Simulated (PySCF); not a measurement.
# Correlation energy of N⁺ (nitrogen, charge +1)

[He] 2s2 2p2, high-spin 3P determinant. Calculation: PySCF 2.14, in aug-cc-pVDZ (4s3p2d, 23 functions); the non-relativistic Hamiltonian (point nucleus). Frozen: 1s2; 4 electrons correlated.

MP2 pair energies summed by pair of shells (mhartree):

```json
{"pair": "2s-2p", "energy": "-32.26", "share (%)": "58.8"}
{"pair": "2s-2s", "energy": "-17.32", "share (%)": "31.6"}
{"pair": "2p-2p", "energy": "-5.27", "share (%)": "9.6"}
```

Total MP2 correlation energy: -54.84 mhartree.

Same-spin part -8.78 and opposite-spin part -46.06 mhartree; SCS-MP2 scales them by 1/3 and 6/5 to -58.20 mhartree.

```json
{"level": "CCSD", "correlation energy (mhartree)": "-77.24"}
{"level": "(T)", "correlation energy (mhartree)": "-0.87"}
{"level": "CCSD(T)", "correlation energy (mhartree)": "-78.11"}
```

Diagnostics: T1 = 0.0063, D1 = 0.0123, largest double amplitude 0.121.

Q: Is a single reference adequate?

A: Mostly. T1 lies below 0.03, but a double amplitude of this size points to a near-degeneracy that CCSD handles and MP2 describes poorly.
